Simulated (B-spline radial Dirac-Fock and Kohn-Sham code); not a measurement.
ΔSCF core binding energies without Breit or QED terms, calculated with an atomic code on a B-spline grid.

A sound run for neutral holmium, [Xe] 4f11 6s2: The ground state converged in 11 iterations, with total energy -12621.37679 Ha, virial ratio 1.90915 and highest orbital energy -5.17 eV. ΔSCF binding energies: K (1s) 55867.5 eV, L3 (2p3/2) 8091.6 eV, M5 (3d5/2) 1355.0 eV.

A second run, with one unsound setting: The ground state had not converged after 5 iterations, with total energy -12621.36471 Ha, virial ratio 1.90967 and highest orbital energy -5.25 eV. ΔSCF binding energies: K (1s) 55867.2 eV, L3 (2p3/2) 8091.3 eV, M5 (3d5/2) 1354.7 eV (not all states converged, so these are not final).

```
iter   energy (Ha)        error
   1   -12620.46111514  2.14e+00
   2   -12620.66120933  2.37e-01
   3   -12621.32374511  5.10e-02
   4   -12621.37100693  2.10e-02
   5   -12621.36471482  2.92e-02
```

Question: Which fault fits the second run best?
A. too few iterations
B. nuclear radius in wrong units
C. mesh too coarse
D. spline order too low

Answer: A. The input had maxit = 5: maxit ends the run before self-consistency.
